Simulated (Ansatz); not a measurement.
The cluster Ag₂Te₄, relaxed as a singlet with RKS PBE0-D4/def2-SVP in Ansatz, starting from the GFN2-xTB geometry. Force threshold 0.02 eV/Å.

In the def2 sets Ag, Te take a core potential; there is no spin–orbit coupling. The structure comes from a short search, and lower isomers may exist.

Start:

```xyz
6

Ag   -0.8758   -0.7030   -1.4435
Ag    1.6448    0.1190   -0.7741
Te   -0.5150    2.1278   -1.2765
Te   -1.6315    1.0102    1.0101
Te    0.8155   -2.3676    0.3906
Te    0.5620   -0.1865    2.0934
```

(1) Estimate the energy that the relaxation releases and the steps that it takes.

(2) Does the start keep its bonding and symmetry?

(3) Predict the relaxed structure.

## Answers

(1) 5.1 kcal/mol, in 8 steps; 62 s on 4 threads of Arm Neoverse V2 on a shared host. No frequencies were taken in this run, so the end may be a saddle point.

(2) By distances, no bond broke or formed. The bond that changes most is Ag1–Te4, from 3.09 to 3.33 Å (atoms count from 1). The end is the same structure that another start reached, the lowest one found. Point group C2 at the start, C2 at the end, both within 0.05 Å.

(3) 
```tsv
atom	x (Å)	y (Å)	z (Å)
Ag1	-0.9012	-0.8265	-1.4191
Ag2	1.6716	0.2378	-0.7897
Te3	-0.4815	1.9301	-1.3511
Te4	-1.5653	1.2199	1.1204
Te5	0.8635	-2.2348	0.2257
Te6	0.4130	-0.3265	2.2138
```
Bond lengths (bridged metal pairs left out): 6 × Ag–Te 2.79 to 3.33 Å; 3 × Te–Te 2.74 to 2.79 Å.
